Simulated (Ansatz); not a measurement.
Geometry optimisation, Ansatz, RKS PBE0-D4/def2-mTZVP.

input.yaml

```yaml
crystal:
  periodic: [false, false, false]
  atoms:
    - { symbol: Al, position_ang: [-0.782708, -2.573296, 0.556113] }
    - { symbol: H, position_ang: [-1.850778, -1.495691, 0.236019] }
    - { symbol: H, position_ang: [-0.243737, -3.499142, -0.628817] }
    - { symbol: H, position_ang: [-0.29758, -2.722849, 2.067872] }
    - { symbol: H, position_ang: [-0.944106, 0.163721, -0.17866] }
    - { symbol: "N", position_ang: [0.039607, 0.432354, -0.15466] }
    - { symbol: C, position_ang: [0.32613, 1.278322, 0.977843] }
    - { symbol: C, position_ang: [0.514526, 0.902191, -1.429082] }
    - { symbol: H, position_ang: [1.4084, 1.351793, 1.11827] }
    - { symbol: H, position_ang: [-0.069637, 2.305706, 0.895232] }
    - { symbol: H, position_ang: [-0.083163, 0.818348, 1.875158] }
    - { symbol: H, position_ang: [0.244734, 0.181596, -2.19824] }
    - { symbol: H, position_ang: [1.606761, 0.96165, -1.414578] }
    - { symbol: H, position_ang: [0.131553, 1.895295, -1.722369] }
basis:
  gaussian: { orbitals: def2-mTZVP }
hamiltonian:
  xc: pbe0
  dispersion: d4
relax:
  f_tol: 0.03
  max_steps: 50
```

Launched with:

```bash
$ ansatz run input.yaml --threads 2 --pin off --max-ram 3072MiB --backend cpu --events-out ev --progress --plain --runs-dir out
```

Question: Where does it end, and by what steps?

Answer: The forces met the threshold. The force dipped under the threshold on the way, but the program's further checks kept it going. After 19 steps the energy has fallen by 1.289 eV; H4 moved furthest, 1.94 Å. Joined: Al1–N6.

```
step  energy less start (eV)  largest force component (eV/Å)  accepted
   0                  0.0000                           0.764       yes
   1                 -0.2069                           0.724       yes
   2                 -0.4004                           0.623       yes
   3                 -0.6457                           0.856       yes
   4                 -0.8970                           0.541       yes
   5                 -1.0533                           0.561       yes
   6                 -1.1572                           0.269       yes
   7                 -1.2171                           0.122       yes
   8                 -1.2345                           0.104       yes
   9                 -1.2397                           0.179       yes
  10                 -1.2471                           0.181       yes
  11                 -1.2552                           0.249       yes
  12                 -1.2651                           0.231       yes
  13                 -1.2748                           0.193       yes
  14                 -1.2839                           0.084       yes
  15                 -1.2803                           0.142        no
  16                 -1.2860                           0.023       yes
  17                 -1.2877                           0.020       yes
  18                 -1.2882                           0.046       yes
  19                 -1.2887                           0.015       yes
```

```xyz
14
Properties=species:S:1:pos:R:3
Al -0.464 -1.732 0.299
H -1.674 -1.672 1.358
H -0.791 -2.342 -1.153
H 1.021 -1.956 0.877
H -1.232 0.513 -0.556
N -0.323 0.254 -0.178
C -0.073 1.071 1.018
C 0.690 0.484 -1.218
H 0.879 0.768 1.455
H -0.033 2.137 0.777
H -0.859 0.889 1.750
H 0.441 -0.103 -2.101
H 1.657 0.146 -0.843
H 0.760 1.543 -1.485
```

Whether the end is a true minimum wasn't checked by a vibrational analysis.

Run time: 44 s on 2 threads of Intel(R) Xeon(R) Platinum 8488C (Sapphire Rapids), with other jobs on the host, peak memory 0.24 GiB.
